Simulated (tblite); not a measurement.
Parent: `[CH3:1]/[CH:2]=[C:3]1/[CH2:4][CH2:5][C@@H:6]1[CH:7]([F:8])[F:9]` with C5–C6–C7–F8 179°, C7H10F2.

Structures optimised with GFN2-xTB, isolated species. One conformer each, not checked by frequencies here.

```json
{"coordinate of the parent": "C1–C2", "value": "1.492 Å"}
{"coordinate of the parent": "C2=C3", "value": "1.320 Å"}
{"coordinate of the parent": "C3–C4", "value": "1.507 Å"}
{"coordinate of the parent": "C4–C5", "value": "1.539 Å"}
{"coordinate of the parent": "C5–C6", "value": "1.544 Å"}
{"coordinate of the parent": "C6–C7", "value": "1.519 Å"}
{"coordinate of the parent": "C7–F8", "value": "1.356 Å"}
{"coordinate of the parent": "C7–F9", "value": "1.359 Å"}
{"coordinate of the parent": "C3–C6", "value": "1.514 Å"}
{"coordinate of the parent": "C1–C2–C3", "value": "125.7°"}
{"coordinate of the parent": "C2–C3–C4", "value": "133.2°"}
{"coordinate of the parent": "C2–C3–C6", "value": "134.3°"}
{"coordinate of the parent": "C4–C3–C6", "value": "92.5°"}
{"coordinate of the parent": "C3–C4–C5", "value": "88.8°"}
{"coordinate of the parent": "C4–C5–C6", "value": "90.1°"}
{"coordinate of the parent": "C5–C6–C7", "value": "112.8°"}
{"coordinate of the parent": "C3–C6–C5", "value": "88.3°"}
{"coordinate of the parent": "C3–C6–C7", "value": "114.9°"}
{"coordinate of the parent": "C6–C7–F8", "value": "111.9°"}
{"coordinate of the parent": "C6–C7–F9", "value": "110.6°"}
{"coordinate of the parent": "F8–C7–F9", "value": "105.6°"}
```

Problem. How does the shared frame change in `[F:1][CH:2]([F:3])[C@H:4]1[CH2:5][CH2:6]/[C:7]1=[CH:8]/[CH2:9][Cl:10]` with F1–C2–C4–C5 69°, C7–C8–C9–Cl10 110°, C7H9ClF2? Atoms pair as C1 = C9, C2 = C8, C3 = C7, C4 = C6, C5 = C5, C6 = C4, C7 = C2, F8 = F3, F9 = F1 (parent first).

Solution. 
```tsv
parent	relative	value in the relative	change
C1–C2	C9–C8	1.486 Å	-0.006
C2=C3	C8=C7	1.322 Å	+0.002
C3–C4	C7–C6	1.504 Å	-0.003
C4–C5	C6–C5	1.540 Å	+0.001
C5–C6	C5–C4	1.544 Å	0.000
C6–C7	C4–C2	1.520 Å	+0.001
C7–F8	C2–F3	1.357 Å	+0.001
C7–F9	C2–F1	1.356 Å	-0.003
C3–C6	C7–C4	1.512 Å	-0.002
C1–C2–C3	C9–C8–C7	124.8°	-0.9
C2–C3–C4	C8–C7–C6	133.2°	0.0
C2–C3–C6	C8–C7–C4	134.3°	0.0
C4–C3–C6	C6–C7–C4	92.5°	0.0
C3–C4–C5	C7–C6–C5	88.7°	-0.1
C4–C5–C6	C6–C5–C4	89.9°	-0.2
C5–C6–C7	C5–C4–C2	112.6°	-0.2
C3–C6–C5	C7–C4–C5	88.2°	-0.1
C3–C6–C7	C7–C4–C2	114.3°	-0.6
C6–C7–F8	C4–C2–F3	111.6°	-0.3
C6–C7–F9	C4–C2–F1	110.6°	0.0
F8–C7–F9	F3–C2–F1	105.9°	+0.3
```

Of the parent's bonds, C1–C2 changes most (-0.006 Å). Bonds of the relative outside the shared frame: C9–Cl10 1.801 Å. Point group C1 → C1.

All values are computed, not measured.
